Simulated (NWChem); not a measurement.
# Basis-set convergence for F$_{3}$Ga

SMILES: [F][Ga]([F])[F]
```xyz
4

Ga     0.0000     0.0000     0.0000
F      0.0000     0.0000     1.7465
F     -1.5125     0.0000    -0.8732
F      1.5125     0.0000    -0.8732
```
Charge 0, spin multiplicity 1.

The numbers come from NWChem runs, not from measurements. Structure: optimised with PBE/def2-SVP, a minimum by its harmonic frequencies.

Quantity: first vertical ionisation energy at the level G0W0@PBE0.

The Hamiltonian is non-relativistic. GW and range-separated runs recompute their integrals, the others keep them in memory, which bears on the times. The structure started from a generated list of species.

Relative cost: rough, from shared machines, SCF included, def2-SVP = 1.

```json
[
 {"basis": "def2-SVP", "functions": "74", "first vertical ionisation energy (eV)": "___", "relative cost": "1"},
 {"basis": "def2-SVPD", "functions": "107", "first vertical ionisation energy (eV)": "14.18", "relative cost": "under 3"},
 {"basis": "def2-TZVPP", "functions": "141", "first vertical ionisation energy (eV)": "___", "relative cost": "6"},
 {"basis": "def2-QZVP", "functions": "246", "first vertical ionisation energy (eV)": "___", "relative cost": "40"}
]
```

Task: Complete the blanks.

Result: 
- def2-SVP, first vertical ionisation energy (eV): 13.87
- def2-TZVPP, first vertical ionisation energy (eV): 14.41
- def2-QZVP, first vertical ionisation energy (eV): 14.66
